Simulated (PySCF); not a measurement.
## WH₅ + Cl₂ → WH₃ + 2 HCl

Level: PBE0 in the def2-TZVP basis family, computed in PySCF with density fitting; scalar-relativistic core potentials for atoms from Rb on, none lighter, no spin–orbit coupling; open shells unrestricted.

| species | state and structure | E (Eh) | ZPE (kJ/mol) | H(298 K) − H(0) (kJ/mol) | S° (J/(mol K)) |
| --- | --- | --- | --- | --- | --- |
| WH₅ | doublet, Cs, W–H 1.671 Å (×2), W–H 1.697 Å (×2), W–H 1.723 Å; H–W–H 60.3°, H–W–H 71.0° (×2), H–W–H 112.5°, H–W–H 114.9° (×2), H–W–H 115.5° (×2), H–W–H 120.6° (×2) | -69.94838 | 92.6 | 12.1 | 266.6 |
| Cl₂ | singlet, D∞h, Cl–Cl 1.982 Å | -920.08940 | 3.5 | 9.1 | 222.5 |
| WH₃ | quartet, C3v, W–H 1.710 Å (×3); H–W–H 112.3° (×3) | -68.74831 | 46.2 | 11.3 | 253.0 |
| HCl | singlet, C∞v, H–Cl 1.279 Å | -460.66440 | 17.9 | 8.7 | 186.6 |

What is the electronic reaction energy?

At PBE0/def2-TZVP, ΔE = -103.3 kJ/mol from the differences of the total energies times 2625.5, downhill. 

Add zero-point, thermal and entropy terms for 298.15 K and 1 bar.

ΔZPE = -14.1 and Δ[H(298) − H(0)] = 7.5 kJ/mol give ΔH° = -109.9 kJ/mol. ΔS° = 137.1 J/(mol K), so ΔG° = -109.9 − 298.15 × (0.1371) = -151 kJ/mol.

Spin–orbit coupling can matter for WH₅, WH₃ and is left out. Open d or f shells are single determinants, so the state found may not be the ground state. Only the bonding shown was studied: isomers, or loss of a ligand pair, can lie lower.
